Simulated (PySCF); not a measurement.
Computed shifts of a molecule C3H7NSi, PBE/pcSseg-1 (PySCF), GIAO, gas phase, atoms alike by connectivity averaged where their shifts nearly agree, in ppm (number of nuclei): ¹³C: 103.1 (1), 85.0 (1), 34.6 (1). ²⁹Si: -66.6 (1). ¹⁵N: 30.8 (1). ¹H: 4.66 (2), 3.22 (1), 2.72 (1), 2.45 (1), 0.91 (1), 0.73 (1). References: ¹³C against TMS (σ = 182.0 ppm); ²⁹Si against TMS (σ = 335.4 ppm); ¹⁵N against NH3 (σ = 267.0 ppm); ¹H against TMS (σ = 31.49 ppm), references at their B3LYP-D3(BJ)/def2-TZVP geometries, non-relativistic. Geometry optimised at B3LYP-D3(BJ)/def2-SVP. The values are those of a single conformer.

Task: Pick the molecule that these values belong to.
A) C#C[SiH2]CN
B) C#CC[SiH2]N
C) CC#C[SiH2]N
D) C[C@@H]1N=C[SiH2]1

Result: A, C#C[SiH2]CN
